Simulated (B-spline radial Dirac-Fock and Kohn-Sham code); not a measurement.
**K emission of Al**

System: the Al atom, configuration 1s2 2s2 2p6 3s2 3p1.

The computed values come from a radial atomic solver: one-electron (LDA, Dirac) transition rates at Dirac-Fock energies.

```
      line  multipole  energy (eV)  rate (s⁻¹)  share (%)  tabulated share (%)
Kα2 (K-L2)         E1       1487.1    7.81e+12       33.1                 32.9
Kα1 (K-L3)         E1       1487.5    1.55e+13       65.8                 65.8
Kβ3 (K-M2)         E1       1562.6    8.28e+10      0.351                0.435
Kβ1 (K-M3)         E1       1562.6    1.65e+11      0.700                0.869
```

The listed lines hold 100.0 % of the radiative rate. The radiative width is 0.0155 eV in the length form and 0.0166 eV in the velocity form; the two differ because the transition energies are not eigenvalue differences of the potential that gave the orbitals. Kα2/Kα1 is 0.504 and Kβ/Kα is 0.011; a single-potential model such as this gives Kβ/Kα some per cent low, since it omits exchange and overlap corrections. Tabulated shares: Scofield radiative rates as tabulated in xraylib 4.2.
